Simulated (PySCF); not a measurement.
**Dipole response of Sn⁻ (tin, charge -1)**

[Kr] 4d10 5s2 5p3, high-spin 4S determinant. Calculation: PySCF 2.14, in aug-cc-pwCVTZ-PP with ECP28MDF (8s7p6d4f1g, 96 functions); scalar relativity through the core potential. Coupled (time-dependent) response in atomic units; α is the mean over directions.

| method | mean α (bohr³) | C₆ (like pair) | S(−4) |
| --- | --- | --- | --- |
| wB97X | 162.7 | 2794 | 12650 |

S(−4) is the Cauchy moment in α(ω) = α(0) + S(−4) ω² + …

α(iu) at wB97X:

| u (hartree) | α(iu) (bohr³) |
| --- | --- |
| 0 | 162.7 |
| 0.0500 | 138.3 |
| 0.100 | 101.9 |
| 0.200 | 56.90 |
| 0.300 | 35.40 |
| 0.500 | 17.66 |
| 0.750 | 9.857 |
| 1.00 | 6.543 |
| 1.50 | 3.728 |
| 2.00 | 2.511 |
| 3.00 | 1.412 |
| 5.00 | 0.6387 |

For an ion, C₆ is the dispersion term alone; charge-induced terms of lower order in 1/R come first.

Energies and moments cover only the electrons outside the core potential.
